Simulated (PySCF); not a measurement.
**Working out the ionisation energy of In**

In [Kr] 4d10 5s2 5p1 (2P) → In⁺ [Kr] 4d10 5s2 (1S). Computed with PySCF 2.14 in aug-cc-pVQZ-DK3 (9s8p6d3f2g, 102 functions), with scalar relativity by spin-free X2C-1e. Frozen: [Kr] 4d10. Energies in hartree (1 hartree = 27.21139 eV):

```json
{"part": "UHF", "In (lower)": "-5878.032475", "In⁺ (upper)": "-5877.840708"}
{"part": "MP2 opposite-spin", "In (lower)": "-0.029523", "In⁺ (upper)": "-0.024232"}
{"part": "MP2 same-spin", "In (lower)": "-0.002337", "In⁺ (upper)": "0.000000"}
```

Problem. What does Hartree-Fock give?

Solution. (-5877.840708) − (-5878.032475) = 0.191767 hartree = 5.218 eV.

Problem. What do MP2 and SCS-MP2 (6/5 opposite-spin, 1/3 same-spin) give?

Solution. The opposite-spin parts differ by 0.144 eV and the same-spin parts by 0.064 eV. MP2: 5.218 + (0.144) + (0.064) = 5.426 eV. SCS-MP2: 5.218 + 1.2 × (0.144) + (0.064)/3 = 5.412 eV.

Measured between the centres of the two terms (NIST): 5.603 eV, so MP2 (valence) is off by -0.177 eV.

What remains against the reference includes basis incompleteness, the frozen core and correlation beyond second order.
